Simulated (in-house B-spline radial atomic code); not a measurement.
A fraction x of an electron is removed from 2p in Ne⁴⁺, starting from [He] 2s2 2p2 and keeping the highest spin. All numbers are computed (scalar-relativistic (X2C) LDA VWN5, spin-polarised, spherical fractional occupations; Fermi nucleus of rms radius 3.0055 fm) with an all-electron radial atomic-structure program (B-spline basis), not measured.

```tsv
x	E(x) - E(0) (eV)	2p up level (eV)
0	0.0000	-111.975
0.05	5.6356	-113.448
0.22	25.3500	-118.497
0.34	39.7853	-122.096
0.5	59.7075	-126.940
0.51	60.9784	-127.244
0.73	89.7120	-133.985
0.78	96.4498	-135.529
0.89	111.5453	-138.939
1	127.0171	-142.368
```

The exact functional would give a straight line between the two integer points. Deviations E(x) - E(0) - x[E(1) - E(0)], in eV: -0.715 at x = 0.05, -2.594 at x = 0.22, -3.401 at x = 0.34, -3.801 at x = 0.5, -3.8 at x = 0.51, -3.01 at x = 0.73, -2.624 at x = 0.78, -1.5 at x = 0.89.

The curve lies below the straight line by up to 3.801 eV (at x = 0.5): convex, the delocalisation error that favours fractional charges.

Q: How well does Slater's transition state (minus the level at half occupation) give the ionisation energy?

A: It gives 126.940 eV against 127.017 eV from the two total energies; NIST lists 126.25 eV, ground level to ground level.
